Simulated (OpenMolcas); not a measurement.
**Re5+: moving or changing the point charges**

Re5+ among 5 point charges of -2 e arranged as a trigonal bipyramid (D3h), 2.16 Å from the ion, with the axial distance 2.527 Å.

```yaml
Program: OpenMolcas 26.06
Method: "SS-CASPT2, IPEA 0.25 Eh, imaginary shift 0.1 Eh (closed shells correlated: 4f 5s 5p)"
Basis: ANO-RCC-VDZP [7s6p4d2f1g]
Scalar_Hamiltonian: DKH2, point nucleus
Active_space: 2 electrons in 5 orbitals (5d)
State_averaging: 2S+1 = 3 even, 10 roots; 2S+1 = 1 even, 15 roots
Spin-orbit_coupling: state interaction with AMFI integrals over the reference wave functions
```

Runs around this geometry, states (labels of D3, the rotations of D3h). Energies in cm-1 above the lowest state or level, χT in cm3 K/mol.

| R (Å) | q (e) | Axial / equatorial distance | Ground state | First state of that spin | First gap with spin-orbit (degeneracies) | χT at 300 K | First state of another spin |
| --- | --- | --- | --- | --- | --- | --- | --- |
| 2.16 | -2 | 1.08 | 3A2 | 3A1 950 | 490 (1, 2) | 0.128 | 1E 10550 |
| 2.16 | -1.6 | 1.17 | 3A2 | 3A1 1910 | 960 (1, 2) | 0.127 | 1E 10820 |
| 2.05 | -2 | 1.17 | 3A2 | 3A1 3050 | 1350 (1, 2) | 0.077 | 1E 11130 |
| 2.16 | -2 | 1.17 | 3A2 | 3A1 2440 | 1180 (1, 2) | 0.100 | 1E 10980 |
| 2.29 | -2 | 1.17 | 3A2 | 3E 1840 | 950 (1, 2) | 0.133 | 1E 10750 |

Scaling the charges by -1.6 / -2 = 0.80 scales the first state of the same spin by 1910 / 2440 = 0.78; with fixed orbitals a first-order splitting would follow the charge.

Roots that are degenerate in the reference are averaged as groups; the widest CASPT2 spread within a group is 86 cm-1 (the 2-fold group of multiplicity 3 near 8630 cm-1 above the lowest state of its run, R = 2.05, q = -2, ratio = 1.17). Shifts and gaps below about the spread of the groups concerned are not significant. Free-ion shares, where given, are those of the reference states; single-state CASPT2 does not remix them. Spin-orbit coupling mixes the spin-free states strongly: the lowest level takes only 45 % from its leading state, 3A2 (figures for R = 2.16, q = -2, ratio = 1.08; the like holds for R = 2.16, q = -1.6, ratio = 1.17, R = 2.05, q = -2, ratio = 1.17, R = 2.16, q = -2, ratio = 1.17, R = 2.29, q = -2, ratio = 1.17). This is an electrostatic model: the charges have no orbitals. No measured value stands beside these numbers.
